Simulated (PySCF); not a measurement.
**Two-component Hartree-Fock for Cu(12+) (copper, charge +12)**

Start: [Ne] 3s2 3p5; 3p1/2 filled at m_j = -1/2, +1/2; 3p3/2 filled at m_j = -1/2, +1/2, +3/2. Calculated with PySCF 2.14 in an uncontracted even-tempered set (20 s from 0.88 bohr⁻², ratio 2.4; 14 p from 1.1 bohr⁻², ratio 2.4; 5 d from 6.6 bohr⁻², ratio 2.6; 4 f from 9.8 bohr⁻², ratio 2.6): generalised Hartree-Fock with the X2C-1e Hamiltonian and a Gaussian nucleus; one run each with spin-orbit coupling (SO) switched off, then screened by Boettger's factors.

```tsv
spinor shell	electrons	ε, spin-free (eV)	ε, screened SO (eV)	weight of nominal j (screened SO)	rms radius, screened SO (bohr)
1s1/2	2	-9420.3	-9420.0	1.000	0.0601
2s1/2	2	-1508.4	-1508.3	1.000	0.252
2p1/2	2	-1348.8	-1363.5	0.999	0.224
2p3/2	4	-1348.8	-1341.4	1.000	0.227
3s1/2	2	-455.02	-454.96	1.000	0.670
3p1/2	2	-403.22	-405.93	0.896	0.672
3p3/2	3	-403.22	-401.80	0.930	0.677
```

```
   quantity    spin-free  screened SO
E (hartree)  -1592.22975  -1592.31794
        M_J          3/2          3/2
       ⟨J²⟩        3.752        3.752
       ⟨L²⟩        2.002        2.002
       ⟨S²⟩        0.751        0.751
```

Each row is a mean over spinors that exchange with the open shell spreads, by up to 8.676 eV (3s1/2).

Rows whose weight is well below 1 are mixtures of j = l ± 1/2: exchange outweighs spin-orbit coupling there, and the label is only the starting occupation.

Without spin-orbit coupling the j labels of p, d and f shells carry no meaning; the spin-free column gives the mean over the occupied spinors of each nl shell.
